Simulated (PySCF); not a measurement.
C5H16Si2, SMILES C[SiH](C)[Si](C)(C)C.

Geometry: B3LYP-D3(BJ)/def2-SVP. The values are those of a single conformer.

All values below come from HF/def2-SVP run with PySCF.

Gas-phase values at a fixed geometry.

```json
{
  "total_energy": "-776.24617 hartree",
  "highest_occupied_level": "-9.72 eV",
  "lowest_empty_level": "3.98 eV",
  "orbital_gap": "13.70 eV",
  "dipole_moment": "0.53 D",
  "quadrupole, principal values (traceless, Buckingham form, about the centre of nuclear charge)": "-1.56, 0.00, 1.55 D·Å",
  "mean_static_polarisability": "99.8 bohr³ (14.79 Å³)",
  "polarisability_principal_values": "93.8, 98.7, 106.8 bohr³"
}
```
